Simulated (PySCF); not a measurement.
## Ionisation energy of V by level of theory

V [Ar] 3d3 4s2 (4F) → V⁺ [Ar] 3d4 (5D), as a difference of total energies. Computed with PySCF 2.14 in aug-cc-pVTZ-DK, with the spin-free X2C one-electron Hamiltonian (Gaussian nucleus). Correlated levels: valence: [Ar] frozen. The calculations carry no spin-orbit coupling.

| method | ionisation energy (eV) | error (eV) |
| --- | --- | --- |
| UHF | 6.167 | -0.565 |
| MP2 (valence) | 6.590 | -0.142 |
| SCS-MP2 (valence) | 7.105 | +0.373 |
| CCSD (valence) | 6.802 | +0.070 |
| CCSD(T) (valence) | 6.854 | +0.122 |

Reference: 6.732 eV (measured; NIST levels, between the centres of gravity of the two terms).

Errors of the correlated levels include the incompleteness of this basis and the frozen core.
